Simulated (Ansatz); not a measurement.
`CC[SiH2]Br` + H₂ → `C[SiH2]Br` + CH₄ at 400 K and 1 bar (hydrogenolysis of a C–C bond).

Computed with Ansatz on PBE0-D4/def2-TZVP structures; ΔE is electronic, products minus reactants. CCSD(T)/CBS is the MP2 limit (def2-TZVPP, def2-QZVPP) plus CCSD(T) − MP2 in def2-TZVPP, frozen cores. This one scheme is used for every species. For Br outer-core shells are correlated without core-valence functions, which leaves a few kJ/mol of doubt a bond. Scalar relativity is left out up to krypton. Each species was taken in one conformer, which may not be the lowest.

```json
{"species": "`CC[SiH2]Br`", "CCSD(T)/CBS energy (Eh)": "-2942.77097", "H − E (kJ/mol)": "250.3", "S (J/(mol·K))": "376.1"}
{"species": "H₂", "CCSD(T)/CBS energy (Eh)": "-1.17544", "H − E (kJ/mol)": "38.0", "S (J/(mol·K))": "139.0"}
{"species": "`C[SiH2]Br`", "CCSD(T)/CBS energy (Eh)": "-2903.51417", "H − E (kJ/mol)": "168.6", "S (J/(mol·K))": "335.0"}
{"species": "CH₄", "CCSD(T)/CBS energy (Eh)": "-40.46206", "H − E (kJ/mol)": "131.3", "S (J/(mol·K))": "197.2"}
```

H − E and S are ideal-gas, rigid-rotor, harmonic terms from PBE0-D4/def2-TZVP, for one conformer and one mirror image of each species. The MP2-based limit puts H₂ 0.8 mEh under its directly extrapolated value; such offsets cancel only in part. 1 Eh = 2625.50 kJ/mol, R = 8.31446 J/(mol·K).

**Question.** By hand: ΔE, ΔH, ΔS and ΔG.

**Answer.** ΔE = (-2903.51417) + (-40.46206) − (-2942.77097) − (-1.17544) = -0.02982 Eh = -78.3 kJ/mol. Δ(H − E) = 168.6 + 131.3 − 250.3 − 38.0 = 11.6, so ΔH = -66.7 kJ/mol. ΔS = 335.0 + 197.2 − 376.1 − 139.0 = 17.1 J/(mol·K). ΔG = -66.7 − 400 × (17.1)/1000 = -73.5 kJ/mol.

**Question.** By hand: the equilibrium constant, and the temperature at which ΔG would vanish if ΔH and ΔS stayed fixed.

**Answer.** log₁₀ K = −ΔG/(RT ln 10) = 9.6. ΔH and −TΔS have one sign here, so there is no such temperature.

ΔH outweighs TΔS. A doubt of 5 kJ/mol in ΔE shifts log₁₀ K by 0.7 here. Other conformers and mirror images would add mixing entropy, several J/(mol·K) or more a flexible species. These are equilibria of isolated gas molecules and say nothing of rates. Largest T1 diagnostic: 0.008 (customary marks: 0.02 for closed shells, 0.045 for open ones).
